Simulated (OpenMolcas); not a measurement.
## Ba I: effect of the basis set

```yaml
Program: OpenMolcas
Method: "MS-CASPT2, IPEA 0.25 Eh, imaginary shift 0.1 Eh (closed shells correlated: 5s 5p)"
Active_space: 2 electrons in 9 orbitals (5d 6s 6p)
State_averaging: 2S+1 = 3 even, 18 roots; 2S+1 = 1 even, 21 roots; 2S+1 = 3 odd, 18 roots; 2S+1 = 1 odd, 18 roots
Spin-orbit_coupling: RASSI with atomic mean-field integrals over the reference wave functions, term energies averaged over their components
```

A. ANO-RCC-VTZP [8s7p4d2f1g], DKH2, point nucleus; CASPT2 step roughly 70 core-seconds
B. ANO-RCC-VQZP [9s8p5d3f2g], DKH2, point nucleus; CASPT2 step of the order of 100 core-seconds
C. ANO-RCC [12s10p8d4f2g], DKH2, point nucleus; CASPT2 step about 2.1 core-minutes

Energies in cm⁻¹ above 6s² ¹S₀, the measured ground level; measured values from NIST Handbook of Basic Atomic Spectroscopic Data.

```
         Level      A      B      C  Measured
       6s² ¹S₀    0.0    0.0    0.0       0.0
     5d 6s ³D₁   9530   9140   9010      9034
     5d 6s ³D₂   9720   9340   9210      9216
     5d 6s ³D₃  10080   9690   9560      9597
     5d 6s ¹D₂  11960  11600  11510     11395
    6s 6p ³P°₀  12240  12150  12220     12266
    6s 6p ³P°₁  12430  12340  12400     12637
    6s 6p ³P°₂  12840  12750  12780     13515
    6s 6p ¹P°₁  17890  17560  17860     18060
       5d² ³F₂  21320  20700  20560          
       5d² ³F₃  21680  21060  20920          
       5d² ³F₄  22100  21480  21350          
    5d 6p ³F°₂  22420  21810  21590     22065
    5d 6p ³F°₃  22970  22350  22110     22947
5d² ¹D₂ [75 %]  23600  23080  22990          
    5d 6p ³F°₄  23600  22990  22770     23757
       5d² ³P₀  23670  23200  23150          
    5d 6p ¹D°₂  23680  23080  23110     23074
       5d² ³P₁  23930  23500  23450          
5d² ³P₂ [72 %]  24390  23940  23880          
    5d 6p ³D°₁  25570  24380  23810     24192
       5d² ¹G₄  25780  24360  24110          
    5d 6p ³D°₂  25890  24730  24200     24532
    5d 6p ³D°₃  26300  25110  24560     24980
```

Deviations, from unrounded energies. A percentage is the sum of absolute deviations over the sum of measured energies, with the sign that they share, or ± where signs differ.

```tsv
Against measurement	Levels	A	B	C
mean absolute deviation (cm-1)	15	560	290	320
other configurations (%)	15	±3.2	±1.7	±1.9
```

B lies closest to measurement on these levels and A furthest from it. The largest miss of B in the table is 5d 6p ³F°₄, by -770 cm-1. The ranking rests on the paired levels alone, and a cruder setting can come out closer through cancelling errors.

The two smallest mean deviations differ by little beside CASPT2's spread within terms, so their order carries little weight.

Among A to C the level of the table that moves most is 5d 6p ³D°₁, by 1800 cm-1 (lowest in C, highest in A). Moves below CASPT2's spread within the term are not significant.

CASPT2 does not keep the components of a term degenerate, so their means are used; among the terms shown or strongly mixed into the levels shown the widest spread is 1000 cm-1 (5d² ¹G, C). Over all roots computed the reference weight is 0.88 to 0.93 in B; the roots of lowest weight are the least certain, and an intruder state may touch them. A single d shell beside an s shell can misplace configurations of different d count against each other. The CASPT2 spread within a term exceeds the gap to the next term for 5d² ¹G and 5d 6p ³D°, so the order of their levels is uncertain (figures for A; the like holds for B, C). Some levels mix across a computed gap that differs much from the measured one, so their mixing is not that of the real levels (holds for C). Computed and measured levels are paired by configuration, term and J; levels that our copy of the source lacks, or whose pairing is in doubt (as where it misses far off the trend of its configuration), stay unpaired and out of the deviations. Levels of configurations outside the active space are missing. Levels that lie high or do not pair safely by name in every column are left out.

A share in square brackets marks a mixed level and gives the weight of the term that names it, the lowest over the columns. ° marks odd parity.
